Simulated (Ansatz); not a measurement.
Calculated with Ansatz (gas phase, PBE0-D4/def2-TZVP geometries, no zero-point term in ΔE). CCSD(T)/CBS is the MP2 limit (def2-TZVPP, def2-QZVPP) plus CCSD(T) − MP2 in def2-TZVPP, frozen cores. This one scheme is used for every species. Functionals use def2-TZVPP. B3LYP here is the variant with VWN-RPA as its local correlation; programs differ in this. HSE06 is defined as in plane-wave codes. def2 core potentials past Kr. For Ge, I outer-core shells are correlated without core-valence functions, which leaves a few kJ/mol of doubt a bond. Scalar relativity is left out up to krypton. One conformer a species, not always the lowest.

Consider the ligand exchange at a Ge–I bond: `[F][GeH]([Cl])[I]` + H₂S → `[F][GeH]([SH])[Cl]` + HI.

```csv
level,ΔE (kJ/mol),difference from CCSD(T)/CBS
LDA (SPW92),23.8,-6.0
PBE-D4,27.6,-2.2
revPBE-D4,26.5,-3.3
BLYP-D4,28.5,-1.3
B97M-V,22.7,-7.1
PBE0-D4,28.5,-1.3
B3LYP-D4,29.4,-0.4
r2SCANh-D4,28.1,-1.7
r2SCAN0-D4,28.7,-1.1
HSE06-D4,28.8,-1.0
BHLYP-D4,31.9,2.1
CAM-B3LYP-D4,26.8,-3.0
ωB97X-V,26.9,-2.9
ωB97M-V,27.1,-2.7
B2PLYP,28.3,-1.5
revPBE,27.8,-2.0
BLYP,27.9,-1.9
PBE0,28.0,-1.8
r2SCANh,28.1,-1.7
r2SCAN0,28.7,-1.1
HSE06,28.2,-1.6
BHLYP,29.2,-0.6
CAM-B3LYP,26.0,-3.8
LC-ωPBE,24.8,-5.0
RPA@PBE/def2-TZVPP,23.1,-6.7
HF/def2-SVP,27.9,-1.9
MP2/def2-SVP,26.0,-3.8
CCSD/def2-SVP,24.2,-5.6
CCSD(T)/def2-SVP,23.8,-6.0
HF/def2-TZVPP,31.0,1.2
MP2/def2-TZVPP,28.9,-0.9
SCS-MP2/def2-TZVPP,27.9,-1.9
CCSD/def2-TZVPP,25.0,-4.8
CCSD(T)/def2-TZVPP,24.4,-5.4
HF/def2-QZVPP,32.1,2.3
MP2/def2-QZVPP,32.4,2.6
SCS-MP2/def2-QZVPP,30.9,1.1
HF/CBS(def2),32.2,2.4
MP2/CBS(def2),34.3,4.5
CCSD/CBS(def2),30.4,0.6
CCSD(T)/CBS,29.8,0
```

Largest T1 diagnostic among the species: 0.011.

Leaving LDA and LC-ωPBE aside and taking each functional with its dispersion term where it has one, the values spread over 9.2 kJ/mol, from B97M-V to BHLYP-D4. LDA lies −3.3 kJ/mol from PBE without D4. At CCSD(T), def2-SVP lies −6.0 kJ/mol from the extrapolated value and def2-TZVPP −5.4 kJ/mol.
